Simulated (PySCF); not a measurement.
## Electronic absorption of C3HMgN

C3HMgN.
Bonds: N1–C2 (triple), C2–C3, C3–C4 (triple), C4–Mg5. Hydrogens: H6 on Mg5.

Method: TDDFT CAM-B3LYP/def2-SVPD, vertical, gas phase, core orbitals frozen in the response in PySCF 2.14.0, density-fitted response routines. Geometry: PBE0-D3(BJ)/def2-SVP; no solvent, vibrations or thermal averaging.

What does the calculation give for the low-lying excited states?

```
state  E (eV)  E (kJ/mol)  λ (nm)       f               main configurations (H = HOMO, L = LUMO)
   S1    4.66         449   266.2  0.0000                   H-1/H→L/L+1 (≥76%), H-1/H→L+3 (≥11%)
   S2    4.87         470   254.6  0.0000                                     H-1/H→L/L+1 (≥64%)
   S3    4.87         470   254.6  0.0000                                     H-1/H→L/L+1 (≥64%)
   S4    6.07         586   204.3   0.062                                       H-2→L/L+1 (≥91%)
   S5    6.07         586   204.3   0.062                                       H-2→L/L+1 (≥91%)
   S6    6.76         653   183.3   0.762                                     H-1/H→L/L+1 (≥89%)
   S7    6.77         653   183.1   0.043                                       H-1/H→L+2 (≥94%)
   S8    6.77         654   183.1   0.059                                       H-1/H→L+2 (≥92%)
   S9    7.05         680   175.8  0.0000  H-1/H→L+3 (≥27%), H-1/H→L+4 (≥27%), H-1/H→L/L+1 (≥8%)
```

Triplets, Tamm–Dancoff:

| state | E (eV) | λ (nm) | main configurations (H = HOMO, L = LUMO) |
| --- | --- | --- | --- |
| T1 | 3.83 | 323.9 | H-1/H→L/L+1 (≥66%), H-1/H→L+4 (≥14%) |
| T2 | 4.20 | 294.9 | H-1/H→L/L+1 (≥52%), H-1/H→L+4 (≥11%) |
| T3 | 4.20 | 294.9 | H-1/H→L/L+1 (≥52%), H-1/H→L+3 (≥11%) |

The lowest singlet lies at 4.66 eV (266 nm, ultraviolet) and is dark (f under 0.0005); its leading configuration is HOMO-1/HOMO→LUMO/LUMO+1 (≥76%). The most intense listed level is S6 at 6.76 eV (183 nm, f = 0.762), 2.11 eV above S1. S2/S3, S4/S5 and S6/S7/S8 lie within about 0.01 eV of each other in each set; the point group C∞v has degenerate representations, and within a degenerate level the listed configurations can mix freely. Löwdin shares by element: HOMO (one of a set within 0.03 eV) carbon 76%, nitrogen 20%; LUMO (one of a set within 0.03 eV) magnesium 51%, carbon 30% or more, nitrogen 9%. Weighted by f, the mean energy of these states is 6.68 eV. Orbital energies (eV): HOMO-3 -12.16, HOMO-2 -9.93, HOMO-1 -9.55, HOMO -9.55, LUMO -0.91, LUMO+1 -0.91, LUMO+2 -0.13. Of the 9 states listed, 5 reach f = 0.01 and 4 stay under 0.0005. No computed singlet lies in the visible range (380 to 750 nm); the lowest, at 266 nm, stands 1.39 eV above its violet end (3.26 eV). The vertical ionisation energy (ΔSCF) is 10.55 eV, 3.50 eV above S9. Orbitals of the list HOMO-3 to LUMO+2 that lie within 0.01 eV of each other are written together with a slash and their weights summed (≥ marks a lower bound); for degenerate orbitals outside that list single weights are arbitrary. Singlets were solved by full linear response, triplets in the Tamm–Dancoff approximation. The highest level found (7.13 eV, f 0.0000 so far) is left out, since the window may have cut off a degenerate partner.
